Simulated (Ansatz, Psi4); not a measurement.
Approach curve of the dimer CH6Si ··· H2O (SMILES C[SiH3] and O). Monomers: optimised at B3LYP-D3(BJ) (def2-TZVP), held rigid. Orientation: lowest of the rigid-body minima from ten starts at GFN2-xTB. R is the distance of the centres of mass, along which the second monomer moves.

PBE-D3(BJ)/def2-TZVP, counterpoise-corrected (Psi4); RHF/aug-cc-pVDZ, counterpoise-corrected (Ansatz, a program for electronic structure); MP2/aug-cc-pVDZ = MP2 on RHF/aug-cc-pVDZ, frozen core, counterpoise-corrected run with Ansatz; CCSD(T)/aug-cc-pVDZ = CCSD(T) on RHF/aug-cc-pVDZ, frozen core, counterpoise-corrected run with Ansatz.

Interaction energies in kJ/mol:

```json
[
 {"R / Å": "2.89", "PBE-D3(BJ)/def2-TZVP": "-0.83", "RHF/aug-cc-pVDZ": "18.83", "MP2/aug-cc-pVDZ": "7.52"},
 {"R / Å": "3.06", "PBE-D3(BJ)/def2-TZVP": "-6.42", "RHF/aug-cc-pVDZ": "9.01", "MP2/aug-cc-pVDZ": "0.10"},
 {"R / Å": "3.30", "PBE-D3(BJ)/def2-TZVP": "-9.35", "RHF/aug-cc-pVDZ": "1.89", "MP2/aug-cc-pVDZ": "-4.50"},
 {"R / Å": "3.51", "PBE-D3(BJ)/def2-TZVP": "-9.49", "RHF/aug-cc-pVDZ": "-0.81", "MP2/aug-cc-pVDZ": "-5.60"},
 {"R / Å": "3.74", "PBE-D3(BJ)/def2-TZVP": "-8.54", "RHF/aug-cc-pVDZ": "-1.94", "MP2/aug-cc-pVDZ": "-5.43"},
 {"R / Å": "4.01", "PBE-D3(BJ)/def2-TZVP": "-6.98", "RHF/aug-cc-pVDZ": "-2.18", "MP2/aug-cc-pVDZ": "-4.59"},
 {"R / Å": "4.27", "PBE-D3(BJ)/def2-TZVP": "-5.51", "RHF/aug-cc-pVDZ": "-1.99", "MP2/aug-cc-pVDZ": "-3.68"},
 {"R / Å": "4.77", "PBE-D3(BJ)/def2-TZVP": "-3.34", "RHF/aug-cc-pVDZ": "-1.42", "MP2/aug-cc-pVDZ": "-2.29"},
 {"R / Å": "5.53", "PBE-D3(BJ)/def2-TZVP": "-1.52", "RHF/aug-cc-pVDZ": "-0.80", "MP2/aug-cc-pVDZ": "-1.14"},
 {"R / Å": "6.53", "PBE-D3(BJ)/def2-TZVP": "-0.63", "RHF/aug-cc-pVDZ": "-0.41", "MP2/aug-cc-pVDZ": "-0.53"},
 {"R / Å": "7.82", "PBE-D3(BJ)/def2-TZVP": "-0.29", "RHF/aug-cc-pVDZ": "-0.21", "MP2/aug-cc-pVDZ": "-0.24"}
]
```

Problem. Predict the corresponding CCSD(T)/aug-cc-pVDZ column.

Solution. 2.89: 6.97; 3.06: -0.50; 3.30: -5.07; 3.51: -6.08; 3.74: -5.81; 4.01: -4.85; 4.27: -3.86; 4.77: -2.37; 5.53: -1.16; 6.53: -0.53; 7.82: -0.24 (kJ/mol).
